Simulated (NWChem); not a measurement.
All runs are NWChem calculations. System: GeS, charge 0, spin multiplicity 1, at a geometry optimised with PBE/def2-SVP. The structure started from a generated list of species. Level: G0W0@PBE0/def2-TZVPD, RI basis def2-tzvpd-rifit.

Input file:

```
start mol
memory heap 200 mb stack 700 mb global 1700 mb
geometry units angstroms nocenter noautoz
  Ge     0.000000     0.000000     0.681111
  S      0.000000     0.000000    -1.362222
  symmetry group C2v
end
basis spherical
  * library def2-tzvpd
end
basis "ri basis" bse spherical
  * library def2-tzvpd-rifit
end
dft
  xc pbe0
  iterations 100
  direct
  tolerances tight
end
task dft energy
gw
  states alpha occ 4 vir 2
end
task dft gw
```

Output (cleaned and shortened):

```
             Northwest Computational Chemistry Package (NWChem) 7.3.0
             --------------------------------------------------------

                                NWChem Input Module
                                -------------------

 Scaling coordinates for geometry "geometry" by  1.889725989
 (inverse scale =  0.529177249)

 Turning off AUTOSYM since
 SYMMETRY directive was detected!

                             Geometry "geometry" -> ""
                             -------------------------

 Output coordinates in angstroms (scale by  1.889725989 to convert to a.u.)

  No.       Tag          Charge          X              Y              Z
 ---- ---------------- ---------- -------------- -------------- --------------
    1 Ge                  32.0000     0.00000000     0.00000000     0.68111100
    2 S                   16.0000     0.00000000     0.00000000    -1.36222200

 Effective nuclear repulsion energy (a.u.)     132.5964742349

            Nuclear Dipole moment (a.u.)
            ----------------------------
        X                 Y               Z
 ---------------- ---------------- ----------------
     0.0000000000     0.0000000000     0.0000000000

      Symmetry information
      --------------------

 Group name             C2v
 Group number             16
 Group order               4
 No. of unique centers     2

      Symmetry unique atoms

     1    2


 Summary of "ao basis" -> "" (spherical)
 ------------------------------------------------------------------------------
       Tag                 Description            Shells   Functions and Types
 ---------------- ------------------------------  ------  ---------------------
 *                         def2-tzvpd                 on all atoms

 new library libraries.bse/

 Summary of "ri basis" -> "" (spherical)
 ------------------------------------------------------------------------------
       Tag                 Description            Shells   Functions and Types
 ---------------- ------------------------------  ------  ---------------------
 *                      def2-tzvpd-rifit              on all atoms

                                 NWChem DFT Module
                                 -----------------

 Summary of "ao basis" -> "ao basis" (spherical)
 ------------------------------------------------------------------------------
       Tag                 Description            Shells   Functions and Types
 ---------------- ------------------------------  ------  ---------------------
 Ge                        def2-tzvpd               18       54   7s5p5d1f
 S                         def2-tzvpd               16       46   6s6p3d1f

 Summary of "ao basis" -> "ao basis" (spherical)
 ------------------------------------------------------------------------------
       Tag                 Description            Shells   Functions and Types
 ---------------- ------------------------------  ------  ---------------------
 Ge                        def2-tzvpd               18       54   7s5p5d1f
 S                         def2-tzvpd               16       46   6s6p3d1f

      Symmetry analysis of basis
      --------------------------

        a1         44
        a2         10
        b1         23
        b2         23

            General Information
            -------------------
          SCF calculation type: DFT
          Wavefunction type:  closed shell.
          No. of atoms     :     2
          No. of electrons :    48
           Alpha electrons :    24
[...]
  ----- ------------  ---------------      ----- ------------  ---------------
    71      0.459862  2 S  py                74      0.279047  2 S  py
    18      0.230747  1 Ge py                68      0.198762  2 S  py
    21      0.179681  1 Ge py                62     -0.169621  2 S  py
    12     -0.101970  1 Ge py                65     -0.077321  2 S  py
    24      0.047196  1 Ge d -1               9      0.039567  1 Ge py

 Vector   25  Occ=0.000000D+00  E=-9.132665D-02  Symmetry=b2
              MO Center= -4.6D-19, -6.5D-16,  3.5D-01, r^2= 3.7D+00
   Bfn.  Coefficient  Atom+Function         Bfn.  Coefficient  Atom+Function
  ----- ------------  ---------------      ----- ------------  ---------------
    21      0.565437  1 Ge py                18      0.442564  1 Ge py
    71     -0.277143  2 S  py                74     -0.255543  2 S  py
    12     -0.190091  1 Ge py                68     -0.122903  2 S  py
    44      0.101279  1 Ge d -1              62      0.098950  2 S  py
     9      0.073059  1 Ge py                90      0.052621  2 S  d -1

 Vector   26  Occ=0.000000D+00  E=-9.132665D-02  Symmetry=b1
              MO Center= -3.8D-16,  4.1D-19,  3.5D-01, r^2= 3.7D+00
   Bfn.  Coefficient  Atom+Function         Bfn.  Coefficient  Atom+Function
  ----- ------------  ---------------      ----- ------------  ---------------
    20      0.565437  1 Ge px                17      0.442564  1 Ge px
    70     -0.277143  2 S  px                73     -0.255543  2 S  px
    11     -0.190091  1 Ge px                67     -0.122903  2 S  px
    46     -0.101279  1 Ge d  1              61      0.098950  2 S  px
     8      0.073059  1 Ge px                92     -0.052621  2 S  d  1

 Vector   27  Occ=0.000000D+00  E= 1.904600D-02  Symmetry=a1
              MO Center= -4.7D-15,  8.7D-14, -4.5D-01, r^2= 1.1D+01
   Bfn.  Coefficient  Atom+Function         Bfn.  Coefficient  Atom+Function
  ----- ------------  ---------------      ----- ------------  ---------------
    60      0.678346  2 S  s                 78     -0.656917  2 S  pz
    45     -0.531561  1 Ge d  0               6      0.381074  1 Ge s
    59     -0.298864  2 S  s                 58     -0.267187  2 S  s
    22     -0.225948  1 Ge pz                 7     -0.175467  1 Ge s
    19     -0.164187  1 Ge pz                72     -0.155626  2 S  pz

 center of mass
 --------------
 x =   0.00000000 y =   0.00000000 z =   0.12127703

 moments of inertia (a.u.)
 ------------------
         332.773408499771           0.000000000000           0.000000000000
           0.000000000000         332.773408499771           0.000000000000
           0.000000000000           0.000000000000           0.000000000000

     Multipole analysis of the density
     ---------------------------------

     L   x y z        total         alpha         beta         nuclear
     -   - - -        -----         -----         ----         -------
     0   0 0 0     -0.000000    -24.000000    -24.000000     48.000000

     1   1 0 0      0.000000      0.000000      0.000000      0.000000
     1   0 1 0      0.000000      0.000000      0.000000      0.000000
     1   0 0 1      0.923509      0.461755      0.461755      0.000000

     2   2 0 0    -21.986774    -10.993387    -10.993387      0.000000
     2   1 1 0     -0.000000     -0.000000     -0.000000      0.000000
     2   1 0 1      0.000000      0.000000      0.000000      0.000000
     2   0 2 0    -21.986774    -10.993387    -10.993387      0.000000
     2   0 1 1      0.000000      0.000000      0.000000      0.000000
     2   0 0 2    -23.540438    -91.289912    -91.289912    159.039387

 Task  times  cpu:       34.7s     wall:       34.7s

                                NWChem Input Module
                                -------------------

                                 NWChem GW Module
                                 ----------------

                             ***********************
                             ***        GW       ***
                             ***********************

 Summary of "ri basis" -> "ri basis" (spherical)
 ------------------------------------------------------------------------------
       Tag                 Description            Shells   Functions and Types
 ---------------- ------------------------------  ------  ---------------------
 Ge                     def2-tzvpd-rifit            41      175   11s10p9d6f4g1h
 S                      def2-tzvpd-rifit            33      129   10s8p7d6f2g

                 Memory Information
                 ------------------
          Available GA per process is          1699.9 MBs
          Available stack per process is        700.0 MBs
          Available heap per process is           0.1 MBs

          Peak memory in Initialization
              Peak GA per process is                  6.7 MBs
              Peak stack per process is               0.1 MBs
              Peak heap per process is                7.2 MBs
              Memory not in MA per process            0.0 MBs

          Peak memory in AFF Calculation
              Peak GA per process is                 35.5 MBs
              Peak stack per process is              25.4 MBs
              Peak heap per process is                0.0 MBs
              Memory not in MA per process           25.4 MBs

          Computing 2-center integrals
          Computing Inverse Cholesky factor
          Computing 3-center integrals
          Computing V_xc ...

          Computing Sigma_x
          Computing RPA polarizability
          Solving quasiparticle equations

                  Alpha Orbitals
          State     Energy (eV)     Error (eV)
          -----------------------------------
@GW        21        -13.717           0.004
@GW        22         -9.886           0.004
@GW        23         -9.731           0.004
@GW        24         -9.731           0.004
@GW        25         -0.381           0.004
@GW        26         -0.381           0.005

   Applying  -1.8274 eV scissor-shift to rest of particle states

   Applying   2.1044 eV scissor-shift to rest of hole states

     GW Timing Statistics
   ------------------------
   Init.   :          0.2s
     ERIs  :          1.7s
     Distr.:          0.0s
     Vxc   :          3.7s
   Sigma_x :          0.0s
   RPA     :          5.4s
   Wmn     :          0.0s
   Sigma_c :          0.0s
   GW total:         11.1s

 Task  times  cpu:       11.1s     wall:       11.1s

 Total times  cpu:       45.8s     wall:       45.8s
```
